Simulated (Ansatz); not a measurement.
Born–Oppenheimer molecular dynamics of FGeH₃O (6 atoms, charge 0, multiplicity 1). It starts from a relaxed structure.

Theory: RKS PBE-D4/def2-SVP (Ansatz 0.2.0).

```json
{
 "ensemble": "NVT, Nosé–Hoover chain",
 "time step": "1 fs",
 "steps asked": "100",
 "set temperature": "400 K",
 "thermostat": "time constant 100 fs, chain length 5",
 "temperature schedule": "25 steps to 400 K, then 75 steps to 10 K",
 "seed": "508875"
}
```

First frame:

```xyz
6
Properties=species:S:1:pos:R:3
Ge 0.086 -0.050 0.083
H 0.066 0.092 1.627
H 1.457 0.019 -0.617
F -0.907 1.275 -0.516
O -0.645 -1.581 -0.467
H -1.509 -1.738 -0.043
```

Question: How far do the bonds stretch over the last three quarters of this one trajectory? (Pairs bonded in most of those frames.)

Answer: 
```tsv
bond	mean (Å)	spread (Å)	shortest	longest
Ge1–H2	1.558	0.042	1.50	1.61
Ge1–H3	1.544	0.023	1.51	1.58
Ge1–F4	1.755	0.034	1.71	1.81
Ge1–O5	1.785	0.012	1.77	1.80
O5–H6	0.976	0.012	0.96	1.00
```

Mean temperature of the second half: 241 K. The conserved energy stayed within 0.43 meV per atom of its start (net change 0.28 meV per atom), so the integration is sound. The schedule's set-point averaged 140 K over the second half and the system 241 K, so it lags behind the ramp. A run of 0.1 ps of so small a system gives no equilibrium averages.

The run took 2 min on 1 thread of Arm Neoverse V2 (shared host), peak memory 0.13 GiB.
